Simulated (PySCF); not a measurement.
**Exercise with solution: chemical shift, span and skew from a shielding tensor**

C₄NiO₄, SMILES [O+]#[C-]->[Ni](<-[C-]#[O+])(<-[C-]#[O+])<-[C-]#[O+], multiplicity 1. Atoms are numbered in the order given.

```xyz
9

Ni     0.0000     0.0000     0.0000
O      1.7145     1.7145    -1.7145
C      1.0483     1.0483    -1.0483
O     -1.7145     1.7145     1.7145
C     -1.0483     1.0483     1.0483
O     -1.7145    -1.7145    -1.7145
C     -1.0483    -1.0483    -1.0483
O      1.7145    -1.7145     1.7145
C      1.0483    -1.0483     1.0483
```
Charge 0, spin multiplicity 1.

Geometry optimised at PBE-D3(BJ)/def2-SVP. The spin state was assumed, not searched. The isomer is the one that the SMILES or the coordinates give; other isomers of the formula were not compared.

GIAO shieldings from PBE0/pcSseg-1 in PySCF, non-relativistic, no solvent. The symmetric part of the tensor of C3 has the principal values -170.3, -170.3, 254.9 ppm. The same nucleus in TMS has σ = 186.3 ppm at this level (PySCF, at its B3LYP-D3(BJ)/def2-TZVP geometry).

Question: Work out the isotropic shielding, the ¹³C shift against TMS, the span and the skew.

Answer: 
σ(iso) = (σ11 + σ22 + σ33)/3 = -28.6 ppm. δ = σ(ref) − σ(iso) = 186.3 − (-28.6) = 214.9 ppm.
Span Ω = σ33 − σ11 = 425.2 ppm. Skew κ = 3(σ(iso) − σ22)/Ω = 1.00, an axial tensor. Tumbling in solution averages the tensor to δ; in a static solid the shielding alone would spread this spin-1/2 line over Ω.
